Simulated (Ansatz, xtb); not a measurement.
# Ranking isomers of C4H7BO3S

3 gas-phase structures of C4H7BO3S, from a drawn sample of its isomers (lower ones may exist). Each was relaxed with GFN2-xTB; where two conformers were screened, the lower at r2SCAN-D4/def2-SVP is listed:

A. `C=CC(=S)COB(O)O`, a singlet
B. `C[S@](=O)/C=C1\COBO1`, a singlet
C. `O=CC1(SB(O)O)CC1`, a singlet

**Question.** Which do you expect lowest at r2SCAN-D4/def2-SVP, and how would the others follow?

**Answer.** Calculated order at r2SCAN-D4/def2-SVP: A (0.0), C (25.7), B (284.0) kJ/mol.

Energies above the lowest of each column, in kJ/mol; the last columns are at B3LYP/def2-SVP geometries and were run for some of them only (a dash: not run or not comparable):

| structure | GFN2-xTB | HF/STO-3G | r2SCAN-D4/def2-SVP | B3LYP/def2-SVP | CCSD(T)/def2-SVP |
| --- | --- | --- | --- | --- | --- |
| A | 0.0 | 16.7 | 0.0 | 0.0 | 0.0 |
| C | 34.8 | 0.0 | 25.7 | 44.5 | 40.0 |
| B | 64.3 | 390.5 | 284.0 | – | – |

CCSD(T)/def2-SVP puts A lowest of those it was run on; HF/STO-3G picks C. Flexible structures stand in one conformer each, not always the lowest. Frequencies (GFN2-xTB) were run for A, C alone.

Programs: Ansatz 0.2.0, xtb 6.7.1.
